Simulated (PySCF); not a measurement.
SMILES N[SeH] (H3NSe), CAM-B3LYP/def2-SVP optimised geometry.

```
5

Se    -0.97    -0.73     0.00
H     -1.26     0.73     0.00
N      0.87    -0.73     0.00
H      1.26    -0.30     0.83
H      1.26    -0.30    -0.83
```

Density from CAM-B3LYP/def2-TZVP (PySCF 2.14.0) at that geometry.

Minimum of the electron density along straight lines between bonded atoms, close to the bond critical point (lines longer than 1.1 times the sum of covalent radii, or with two minima, are not listed):

```csv
bond,length / Å,ρ at the minimum / e bohr⁻³,∇²ρ there / e bohr⁻⁵,position (fraction from the first atom)
Se1–H2,1.486,0.174,-0.32,0.63
Se1–N3,1.835,0.167,0.01,0.47
N3–H4,1.016,0.335,-1.63,0.74
N3–H5,1.016,0.335,-1.63,0.74
```
